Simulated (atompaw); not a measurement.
## PBE PAW (atompaw) dataset for chlorine, scalar-relativistic all-electron reference.

Input for atompaw 4.2.0.5:

```
Cl 17
GGA-PBE scalarrelativistic loggrid 1500 logderivrange -4 5 226
3 3 0 0 0 0
3 0 1
0 0 0
c
c
v
c
v
2
1.25 1.15 1.20 0.95
y
1.1
n
y
0.8
n
y
-0.15
y
2.65
n
custom rrkj gramschmidtortho sinc
bessel
1.25
1.10
1.25
1.25
1.00
1.25
PWSCFOUT
UPFDX 0.0125d0 UPFXMIN -7.d0 UPFZMESH 17.d0
END
```

Command:

```bash
atompaw < Cl.input > Cl.log
```

The program printed (summary file):

```
Completed calculations for Cl (AE)

 Exchange-correlation type: GGA, Perdew-Burke-Ernzerhof

 Radial integration grid is logarithmic
 r0 =   4.7245608E-04 h =   8.0317534E-03   n =      1500 rmax =   8.0000000E+01

 Scalar relativistic calculation

 AEatom converged in  31 iterations
   nz     =  17.00
   delta  =       8.735925696976E-17

 All Electron Orbital energies:
  n  l      occupancy      energy
  1  0      2.0000000E+00 -2.0231880E+02
  2  0      2.0000000E+00 -1.8673186E+01
  3  0      1.0000000E+00 -1.5690112E+00
  2  1      6.0000000E+00 -1.4183538E+01
  3  1      6.0000000E+00 -6.7170181E-01

 Total energy
   Total                    :     -921.97340147478201

 ---
 Completed calculations for Cl (SC)

 Exchange-correlation type: GGA, Perdew-Burke-Ernzerhof

 Radial integration grid is logarithmic
 r0 =   4.7245608E-04 h =   8.0317534E-03   n =      1500 rmax =   8.0000000E+01

 Scalar relativistic calculation

 SCatom converged in   3 iterations
   nz     =  17.00
   delta  =       5.490669242872E-18

 Valence Electron Orbital energies:
  n  l      occupancy      energy
   3  0      1.0000000E+00 -1.5690112E+00
   3  1      6.0000000E+00 -6.7170181E-01

 Total energy
   Total                    :     -921.97340147652608
   Valence                  :      -78.30690834178623

 PAW parameters:
       lmax =            2
         rc =    1.2576444026125246
        irc =          983
   rc_shape =    1.1512593861106477
    rc_vloc =    1.2081210351370388
    rc_core =   0.95699497955822810
   Vloc: truncated form - Vps(r)=A.sin(qr)/r for r<rc
   Projector type: RRKJ pseudization + Gram-Schmidt ortho.
   Sinc^2 compensation charge shape zeroed at   1.1513E+00

 Number of basis functions     6
 No.   n  nodes  l      Energy         Cp coeff         Occ
  1    3    2    0   -0.1569011E+01  0.1000000E+01  0.1000000E+01
  2  999    3    0    0.1100000E+01 -0.4699708E-01  0.0000000E+00
  3    3    1    1   -0.6717018E+00  0.1000000E+01  0.6000000E+01
  4  999    2    1    0.8000000E+00  0.5684301E-02  0.0000000E+00
  5  999    0    2   -0.1500000E+00  0.1000000E+01  0.0000000E+00
  6  999    1    2    0.2650000E+01  0.3921815E-02  0.0000000E+00

 Eigenvalues of overlap operator (in the basis of projectors):
    1        7.01314102E-01
    2        3.04932459E+00
    3        3.75562401E+00
    4        4.36287157E+00
    5        1.89950945E+01
    6        1.07527932E+05

 Orbital leakage outside PAW augmentation regions
   orb  is_core?  %out_of_sphere
   1 0    T           0.00
   2 0    T           0.15
   3 0    F          64.91
   2 1    T           0.21
   3 1    F          75.57

 Summary of PAW energies
   Total valence energy     :    -78.30662869723838
   Smooth energy            :     44.44858650583376
   One center               :   -122.75521520307214
   Smooth kinetic           :     12.07316656748541
   Vloc energy              :      2.81166975621383
   Smooth exch-corr         :     -8.19913932341363
   One-center xc            :    -47.83870902543290
```

The run took about 2 s on one core of a shared server CPU.
